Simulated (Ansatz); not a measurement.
Geometry optimisation, DFT PBE, scalar-relativistic, plane waves, PAW in Ansatz.

Input:

```yaml
crystal:
  lattice:
    - [10.86, 0.0, 0.0]
    - [0.0, 10.86, 0.0]
    - [0.0, 0.0, 10.86]
  atoms:
    - { symbol: Si, position: [0.5, 0.0, 0.0] }
    - { symbol: Si, position: [0.625, 0.125, 0.125] }
    - { symbol: Si, position: [0.75, 0.25, 0.0] }
    - { symbol: Si, position: [0.875, 0.375, 0.125] }
    - { symbol: Si, position: [0.75, 0.0, 0.25] }
    - { symbol: Si, position: [0.875, 0.125, 0.375] }
    - { symbol: Si, position: [0.0, 0.0, 0.0] }
    - { symbol: Si, position: [0.125, 0.125, 0.125] }
    - { symbol: Si, position: [0.25, 0.25, 0.0] }
    - { symbol: Si, position: [0.375, 0.375, 0.125] }
    - { symbol: Si, position: [0.5, 0.5, 0.0] }
    - { symbol: Si, position: [0.625, 0.625, 0.125] }
    - { symbol: Si, position: [0.75, 0.75, 0.0] }
    - { symbol: Si, position: [0.875, 0.875, 0.125] }
    - { symbol: Si, position: [0.25, 0.0, 0.25] }
    - { symbol: Si, position: [0.375, 0.125, 0.375] }
    - { symbol: Si, position: [0.5, 0.25, 0.25] }
    - { symbol: Si, position: [0.625, 0.375, 0.375] }
    - { symbol: Si, position: [0.75, 0.5, 0.25] }
    - { symbol: Si, position: [0.875, 0.625, 0.375] }
    - { symbol: Si, position: [0.5, 0.0, 0.5] }
    - { symbol: Si, position: [0.625, 0.125, 0.625] }
    - { symbol: Si, position: [0.75, 0.25, 0.5] }
    - { symbol: Si, position: [0.875, 0.375, 0.625] }
    - { symbol: Si, position: [0.75, 0.0, 0.75] }
    - { symbol: Si, position: [0.875, 0.125, 0.875] }
    - { symbol: Si, position: [0.0, 0.5, 0.0] }
    - { symbol: Si, position: [0.125, 0.625, 0.125] }
    - { symbol: Si, position: [0.25, 0.75, 0.0] }
    - { symbol: Si, position: [0.375, 0.875, 0.125] }
    - { symbol: Si, position: [0.0, 0.25, 0.25] }
    - { symbol: Si, position: [0.125, 0.375, 0.375] }
    - { symbol: Si, position: [0.25, 0.5, 0.25] }
    - { symbol: Al, position: [0.375, 0.625, 0.375], spin: 1.0 }
    - { symbol: Si, position: [0.625, 0.875, 0.375] }
    - { symbol: Si, position: [0.0, 0.0, 0.5] }
    - { symbol: Si, position: [0.125, 0.125, 0.625] }
    - { symbol: Si, position: [0.25, 0.25, 0.5] }
    - { symbol: Si, position: [0.375, 0.375, 0.625] }
    - { symbol: Si, position: [0.5, 0.5, 0.5] }
    - { symbol: Si, position: [0.625, 0.625, 0.625] }
    - { symbol: Si, position: [0.75, 0.75, 0.5] }
    - { symbol: Si, position: [0.875, 0.875, 0.625] }
    - { symbol: Si, position: [0.25, 0.0, 0.75] }
    - { symbol: Si, position: [0.375, 0.125, 0.875] }
    - { symbol: Si, position: [0.5, 0.25, 0.75] }
    - { symbol: Si, position: [0.625, 0.375, 0.875] }
    - { symbol: Si, position: [0.75, 0.5, 0.75] }
    - { symbol: Si, position: [0.875, 0.625, 0.875] }
    - { symbol: Si, position: [0.0, 0.75, 0.25] }
    - { symbol: Si, position: [0.125, 0.875, 0.375] }
    - { symbol: Si, position: [0.0, 0.5, 0.5] }
    - { symbol: Si, position: [0.125, 0.625, 0.625] }
    - { symbol: Si, position: [0.25, 0.75, 0.5] }
    - { symbol: Si, position: [0.375, 0.875, 0.625] }
    - { symbol: Si, position: [0.0, 0.25, 0.75] }
    - { symbol: Si, position: [0.125, 0.375, 0.875] }
    - { symbol: Si, position: [0.25, 0.5, 0.75] }
    - { symbol: Si, position: [0.375, 0.625, 0.875] }
    - { symbol: Si, position: [0.5, 0.75, 0.75] }
    - { symbol: Si, position: [0.625, 0.875, 0.875] }
    - { symbol: Si, position: [0.0, 0.75, 0.75] }
    - { symbol: Si, position: [0.125, 0.875, 0.875] }
magnetization:
  spin_polarized: true
total_charge: -2
basis:
  ecutwfc: 420.0
kpoints:
  mp_grid: { grid: [1, 1, 1] }
hamiltonian:
  xc: pbe
  pseudopotentials: { kind: paw, azcp: { folder: soft_1 } }
scf:
  occupations: { method: gaussian, width: 0.05 }
  lower_state_search: "off"
relax:
  f_tol: 0.03
  max_steps: 60
  adjacent_minimum: "off"
output:
  write_density: true
  write_potential: true
  elf: true
  volumetric_format: npy
```

Run as:

```bash
$ ansatz run input.yaml --threads 4 --pin off --max-ram 10240MiB --backend cpu --events-out ev --progress --plain --runs-dir out
```

Problem. Where does it end, and by what steps?

Solution. It converged. Limits of this set-up: coarse k mesh, charged cell in a uniform background, uncorrected. After 7 steps the energy has fallen by 0.690 eV; Al34 moved furthest, 1.15 Å. Joined: Si12–Al34 (3.84 → 2.73 Å), Si30–Al34 (3.84 → 2.73 Å), Al34–Si35 (3.84 → 2.73 Å).

```json
{"step": "0", "energy less start (eV)": "0.0000", "largest force component (eV/Å)": "0.756", "accepted": "yes"}
{"step": "1", "energy less start (eV)": "-0.2420", "largest force component (eV/Å)": "0.293", "accepted": "yes"}
{"step": "2", "energy less start (eV)": "-0.3516", "largest force component (eV/Å)": "0.204", "accepted": "yes"}
{"step": "3", "energy less start (eV)": "-0.4439", "largest force component (eV/Å)": "0.239", "accepted": "yes"}
{"step": "4", "energy less start (eV)": "-0.5517", "largest force component (eV/Å)": "0.227", "accepted": "yes"}
{"step": "5", "energy less start (eV)": "-0.6406", "largest force component (eV/Å)": "0.171", "accepted": "yes"}
{"step": "6", "energy less start (eV)": "-0.6866", "largest force component (eV/Å)": "0.037", "accepted": "yes"}
{"step": "7", "energy less start (eV)": "-0.6898", "largest force component (eV/Å)": "0.023", "accepted": "yes"}
```

```xyz
63
Lattice="10.8600 0.0000 0.0000 0.0000 10.8600 0.0000 0.0000 0.0000 10.8600" Properties=species:S:1:pos:R:3
Si 5.351 -0.110 0.110
Si 6.746 1.293 1.399
Si 8.117 2.663 0.028
Si 9.498 4.041 1.359
Si 8.035 -0.110 2.794
Si 9.473 1.328 4.077
Si -0.052 -0.028 0.028
Si 1.326 1.353 1.359
Si 2.694 2.697 -0.010
Si 4.055 4.052 1.350
Si 5.425 5.402 0.000
Si 6.600 6.738 1.545
Si 8.035 8.066 0.110
Si 9.438 9.461 1.399
Si 2.687 0.000 2.720
Si 4.065 1.347 4.080
Si 5.419 2.708 2.726
Si 6.795 4.052 4.090
Si 8.145 5.402 2.720
Si 9.492 6.780 4.080
Si 5.425 0.000 5.458
Si 6.786 1.353 6.819
Si 8.155 2.697 5.451
Si 9.532 4.080 6.780
Si 8.117 -0.028 8.197
Si 9.490 1.345 9.515
Si -0.018 5.409 -0.010
Si 1.337 6.770 1.350
Si 2.687 8.140 0.000
Si 4.023 9.315 1.545
Si 0.008 2.723 2.733
Si 1.445 4.160 4.016
Si 2.878 5.593 2.688
Al 4.739 7.454 3.406
Si 6.600 9.315 4.122
Si -0.018 0.010 5.451
Si 1.365 1.387 6.780
Si 2.736 2.757 5.409
Si 4.129 4.160 6.700
Si 5.457 5.593 5.267
Si 6.795 6.770 6.808
Si 8.145 8.140 5.458
Si 9.498 9.501 6.819
Si 2.694 0.010 8.163
Si 4.068 1.328 9.532
Si 5.412 2.723 8.137
Si 6.786 4.041 9.507
Si 8.155 5.409 8.163
Si 9.473 6.783 9.532
Si -0.007 8.134 2.726
Si 1.337 9.510 4.090
Si 0.042 5.451 5.409
Si 1.445 6.844 6.700
Si 2.878 8.172 5.267
Si 4.055 9.510 6.808
Si -0.006 2.709 8.151
Si 1.365 4.080 9.473
Si 2.736 5.451 8.103
Si 4.065 6.780 9.513
Si 5.419 8.134 8.152
Si 6.746 9.461 9.567
Si 0.008 8.127 8.137
Si 1.326 9.501 9.507
```

Run time: 120 s on 4 threads of Arm Neoverse V1, on a shared host, peak memory 1.7 GiB.
